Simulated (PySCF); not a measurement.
# Ionisation energy of I⁵⁰⁺ by level of theory

I⁵⁰⁺ [He] 2s1 (2S) → I⁵¹⁺ 1s2 (1S), as a difference of total energies. Computed with PySCF 2.14 in an uncontracted even-tempered set (19 s from 26 bohr⁻², ratio 2.2; 8 p from 39 bohr⁻², ratio 2.4; 5 d from 120 bohr⁻², ratio 2.4; 5 f from 180 bohr⁻², ratio 2.4; 4 g from 260 bohr⁻², ratio 2.4), with scalar relativity by spin-free X2C-1e. Correlated levels: nothing frozen; virtual orbitals above 40 to 60 times the deepest correlated orbital energy dropped. The calculations carry no spin-orbit coupling.

| method | ionisation energy (eV) |
| --- | --- |
| UHF | 9429.3 |
| LDA | 9421.7 |
| PBE | 9434.2 |
| PBE0 | 9433.0 |
| r2SCAN | 9426.4 |
| r2SCANh | 9426.7 |
| B97-3 | 9429.9 |
| MP2 (all electrons) | 9429.5 |
| SCS-MP2 (all electrons) | 9429.5 |

For this ion Breit and QED terms and the two-electron picture change, all absent here, outweigh the differences among the correlated methods.

For comparison: 9421.1 eV (theoretical estimate listed by NIST; NIST Atomic Spectra Database, ionization energies).
